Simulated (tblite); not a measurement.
Compound: C5H11ClS2Si.
Numbering: `[CH3:1][CH2:2][CH2:3][Si@@H:4]([Cl:5])[S:6][C:7]([CH3:8])=[S:9]` (hydrogens: H10, H11, H12 on C1; H13, H14 on C2; H15, H16 on C3; H17 on Si4; H18, H19, H20 on C8)

Computed with GFN2-xTB (tblite), gas phase: L-BFGS steps from a force-field or distance-geometry start until the largest atomic force falls under 0.01 eV/Å.

Step 65: E = -792.9488 eV
```
atom  x, y, z in Å  |  force x, y, z in eV/Å
C1     -3.8307   -0.4163    0.3262   -0.080   0.002   0.043
C2     -2.4875   -0.2023   -0.3537   -0.083   0.018  -0.033
C3     -1.2959   -0.5740    0.5267   -0.061   0.030  -0.035
Si4     0.2931   -0.3637   -0.4855    0.035   0.022   0.056
Cl5     0.1870    1.3796   -1.4711   -0.011   0.039  -0.061
S6      1.9361   -0.1594    0.9566   -0.036   0.034   0.006
C7      3.2297    0.2849   -0.1180    0.031  -0.042  -0.021
C8      4.3602    0.9804    0.5504    0.026  -0.009   0.013
S9      3.2219   -0.0342   -1.7176   -0.008   0.002   0.047
H10    -4.6360   -0.1231   -0.3431   -0.019  -0.011  -0.011
H11    -3.9092    0.1843    1.2276    0.038   0.025   0.069
H12    -3.9758   -1.4590    0.5958    0.041  -0.045   0.007
H13    -2.4579   -0.7892   -1.2726    0.017  -0.052  -0.022
H14    -2.4022    0.8459   -0.6397   -0.021   0.030  -0.020
H15    -1.4150   -1.5999    0.8764    0.052   0.026  -0.012
H16    -1.2937    0.0647    1.4128    0.001  -0.032  -0.005
H17     0.5768   -1.5097   -1.3300    0.036  -0.014  -0.048
H18     5.2462    0.9640   -0.0799   -0.010   0.011   0.004
H19     4.5695    0.5185    1.5130    0.036   0.002   0.035
H20     4.0782    2.0193    0.7378    0.018  -0.036  -0.014
```

Step 66: E = -792.9514 eV
```
atom  x, y, z in Å  |  force x, y, z in eV/Å
C1     -3.8283   -0.4193    0.3310   -0.073   0.018   0.032
C2     -2.4881   -0.2033   -0.3558   -0.101   0.008  -0.030
C3     -1.2950   -0.5732    0.5242   -0.072   0.034  -0.051
Si4     0.2925   -0.3614   -0.4894    0.000   0.005  -0.012
Cl5     0.1669    1.3699   -1.4954    0.003   0.041  -0.049
S6      1.9267   -0.1413    0.9531   -0.022   0.047   0.057
C7      3.2242    0.2984   -0.1161    0.034  -0.077  -0.028
C8      4.3624    0.9759    0.5570    0.050  -0.005   0.004
S9      3.2172   -0.0214   -1.7160    0.000   0.020   0.051
H10    -4.6356   -0.1240   -0.3354   -0.018  -0.029   0.007
H11    -3.9001    0.1836    1.2320    0.026   0.002   0.060
H12    -3.9711   -1.4632    0.6014    0.040   0.001  -0.003
H13    -2.4634   -0.7891   -1.2758    0.035  -0.073  -0.001
H14    -2.4067    0.8442   -0.6470   -0.014   0.018   0.015
H15    -1.4127   -1.5980    0.8784    0.049   0.022  -0.034
H16    -1.2931    0.0652    1.4107    0.002  -0.016  -0.015
H17     0.5861   -1.5057   -1.3351    0.025  -0.003  -0.019
H18     5.2475    0.9426   -0.0735    0.009   0.023   0.006
H19     4.5649    0.5111    1.5198    0.021  -0.002   0.025
H20     4.1005    2.0198    0.7441    0.006  -0.032  -0.017
```

Step 67: E = -792.9534 eV
```
atom  x, y, z in Å  |  force x, y, z in eV/Å
C1     -3.8280   -0.4215    0.3359   -0.036   0.026   0.014
C2     -2.4912   -0.2044   -0.3578   -0.079   0.001  -0.023
C3     -1.2956   -0.5716    0.5206   -0.060   0.026  -0.051
Si4     0.2915   -0.3590   -0.4943   -0.035  -0.021  -0.071
Cl5     0.1491    1.3636   -1.5151    0.019   0.034  -0.038
S6      1.9179   -0.1256    0.9499    0.006   0.060   0.091
C7      3.2217    0.3084   -0.1138    0.026  -0.083   0.002
C8      4.3658    0.9726    0.5626    0.072  -0.030  -0.017
S9      3.2151   -0.0100   -1.7131    0.004   0.020   0.013
H10    -4.6358   -0.1253   -0.3296   -0.036  -0.038   0.030
H11    -3.8927    0.1830    1.2374    0.010  -0.022   0.036
H12    -3.9668   -1.4668    0.6061    0.028   0.035  -0.004
H13    -2.4671   -0.7909   -1.2780    0.028  -0.075   0.019
H14    -2.4111    0.8428   -0.6526   -0.020   0.006   0.033
H15    -1.4100   -1.5953    0.8788    0.041   0.013  -0.054
H16    -1.2931    0.0655    1.4080    0.002   0.005  -0.023
H17     0.5924   -1.5050   -1.3396    0.013   0.031   0.017
H18     5.2506    0.9248   -0.0684    0.005   0.038   0.020
H19     4.5625    0.5058    1.5255    0.014  -0.011   0.030
H20     4.1196    2.0195    0.7496   -0.005  -0.015  -0.023
```

Step 68: E = -792.9557 eV
```
atom  x, y, z in Å  |  force x, y, z in eV/Å
C1     -3.8287   -0.4234    0.3416    0.005   0.024  -0.011
C2     -2.4958   -0.2053   -0.3598   -0.030  -0.006  -0.013
C3     -1.2968   -0.5685    0.5156   -0.026   0.016  -0.039
Si4     0.2907   -0.3556   -0.5001   -0.063  -0.009  -0.108
Cl5     0.1324    1.3592   -1.5355    0.038   0.014  -0.018
S6      1.9095   -0.1110    0.9490    0.026   0.073   0.096
C7      3.2201    0.3145   -0.1103    0.015  -0.077   0.036
C8      4.3695    0.9685    0.5677    0.041  -0.032  -0.020
S9      3.2131   -0.0027   -1.7091    0.009   0.018  -0.017
H10    -4.6360   -0.1271   -0.3240   -0.062  -0.042   0.058
H11    -3.8862    0.1819    1.2439   -0.008  -0.042   0.007
H12    -3.9623   -1.4702    0.6111    0.012   0.062  -0.003
H13    -2.4705   -0.7943   -1.2791    0.007  -0.066   0.036
H14    -2.4169    0.8414   -0.6577   -0.030  -0.003   0.039
H15    -1.4052   -1.5917    0.8770    0.025  -0.002  -0.067
H16    -1.2925    0.0664    1.4046   -0.001   0.024  -0.035
H17     0.6009   -1.5008   -1.3448    0.004   0.042   0.039
H18     5.2520    0.9099   -0.0636    0.042   0.044   0.005
H19     4.5620    0.5016    1.5307    0.012  -0.030   0.046
H20     4.1355    2.0179    0.7549   -0.015  -0.007  -0.031
```

**Question.** Estimate the geometry and energy of step 69. (The exact step hangs on the optimiser's Hessian estimate; all steps are aligned on step 68, rigid shifts and turns removed.)

**Answer.** E = -792.9586 eV, largest force 0.134 eV/Å
```
atom  x, y, z in Å  |  force x, y, z in eV/Å
C1     -3.8303   -0.4253    0.3484    0.050   0.015  -0.033
C2     -2.5032   -0.2064   -0.3628    0.038  -0.011  -0.003
C3     -1.2996   -0.5640    0.5083    0.025  -0.002  -0.017
Si4     0.2878   -0.3513   -0.5090   -0.061   0.009  -0.110
Cl5     0.1131    1.3548   -1.5584    0.057   0.004  -0.006
S6      1.9003   -0.0931    0.9485    0.032   0.082   0.075
C7      3.2199    0.3210   -0.1048    0.011  -0.065   0.077
C8      4.3764    0.9636    0.5739    0.025  -0.064  -0.014
S9      3.2125    0.0069   -1.7032    0.009   0.009  -0.065
H10    -4.6383   -0.1301   -0.3159   -0.096  -0.042   0.084
H11    -3.8789    0.1796    1.2523   -0.029  -0.053  -0.025
H12    -3.9562   -1.4731    0.6170   -0.016   0.065   0.005
H13    -2.4751   -0.8004   -1.2794   -0.027  -0.047   0.046
H14    -2.4262    0.8395   -0.6638   -0.038  -0.008   0.032
H15    -1.3992   -1.5873    0.8717    0.001  -0.015  -0.073
H16    -1.2931    0.0683    1.3992   -0.005   0.042  -0.045
H17     0.6080   -1.4976   -1.3498   -0.002   0.051   0.056
H18     5.2581    0.8938   -0.0573    0.041   0.046   0.004
H19     4.5649    0.4968    1.5378    0.004  -0.035   0.042
H20     4.1540    2.0150    0.7595   -0.020   0.018  -0.031
```

The energy changes by -0.0029 eV. The first-order estimate −F·Δx gives -0.0039 eV and the mean of the old and new forces, exact on a quadratic surface, -0.0029 eV. The step makes an angle of 77° with the force vector and moves no atom by more than 0.030 Å.

What follows is the cost of the whole relaxation. The run took 3.9 s of wall time on an Arm Neoverse N1 with one thread (shared host).
